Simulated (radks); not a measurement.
Trend from K to Kr: ionisation energy by Delta-SCF between NIST ground configurations, and size. Calculated with a radial shooting solver on a logarithmic mesh with Libxc functionals: Dirac Kohn-Sham, LDA (Slater exchange, Perdew-Wang correlation), spin-unpolarised, spherical densities, finite nucleus; open shells fill j = l - 1/2 first; Fermi nuclear charge, rms radius of each element as measured or else 0.836 A^(1/3) + 0.57 fm.

species,configuration,configuration of the ion,IE (eV),NIST (eV),kind,-e(HOMO) (eV),outermost,<r> outermost (bohr)
K,[Ar] 4s1,[Ar],4.404,4.341,exp.,2.428 (4s1/2),4s1/2,4.90
Ca,[Ar] 4s2,[Ar] 4s1,6.458,6.113,exp.,3.864 (4s1/2),4s1/2,3.97
Sc,[Ar] 3d1 4s2,[Ar] 3d1 4s1,7.059,6.561,exp.,3.439 (3d3/2),4s1/2,3.69
Ti,[Ar] 3d2 4s2,[Ar] 3d2 4s1,7.526,6.828,exp.,4.479 (3d3/2),4s1/2,3.49
V,[Ar] 3d3 4s2,[Ar] 3d4,7.343,6.746,exp.,4.842 (4s1/2),4s1/2,3.32
Cr,[Ar] 3d5 4s1,[Ar] 3d5,7.127,6.767,exp.,3.071 (3d5/2),4s1/2,3.40
Mn,[Ar] 3d5 4s2,[Ar] 3d5 4s1,8.642,7.434,exp.,5.279 (4s1/2),4s1/2,3.07
Fe,[Ar] 3d6 4s2,[Ar] 3d6 4s1,8.970,7.902,exp.,5.479 (4s1/2),4s1/2,2.96
Co,[Ar] 3d7 4s2,[Ar] 3d8,6.780,7.881,exp.,5.671 (4s1/2),4s1/2,2.87
Ni,[Ar] 3d8 4s2,[Ar] 3d9,6.651,7.640,exp.,5.858 (4s1/2),4s1/2,2.78
Cu,[Ar] 3d10 4s1,[Ar] 3d10,8.428,7.726,exp.,4.858 (4s1/2),4s1/2,2.89
Zn,[Ar] 3d10 4s2,[Ar] 3d10 4s1,10.184,9.394,exp.,6.219 (4s1/2),4s1/2,2.63
Ga,[Ar] 3d10 4s2 4p1,[Ar] 3d10 4s2,5.965,5.999,exp.,2.779 (4p1/2),4p1/2,3.34
Ge,[Ar] 3d10 4s2 4p2,[Ar] 3d10 4s2 4p1,7.722,7.899,exp.,4.101 (4p1/2),4p1/2,2.85
As,[Ar] 3d10 4s2 4p3,[Ar] 3d10 4s2 4p2,9.145,9.789,exp.,5.189 (4p3/2),4p3/2,2.57
Se,[Ar] 3d10 4s2 4p4,[Ar] 3d10 4s2 4p3,10.811,9.752,exp.,6.486 (4p3/2),4p3/2,2.32
Br,[Ar] 3d10 4s2 4p5,[Ar] 3d10 4s2 4p4,12.491,11.814,exp.,7.813 (4p3/2),4p3/2,2.12
Kr,[Kr],[Ar] 3d10 4s2 4p5,14.197,14.000,exp.,9.179 (4p3/2),4p3/2,1.96

Reference values: NIST Atomic Spectra Database (measured). Spin polarisation and multiplet splitting are left out, so open shells lie too high by an amount that depends on their filling.

Beside tabulated values, note that spin-unpolarised runs miss the spin-polarisation part of the exchange energy of open shells.
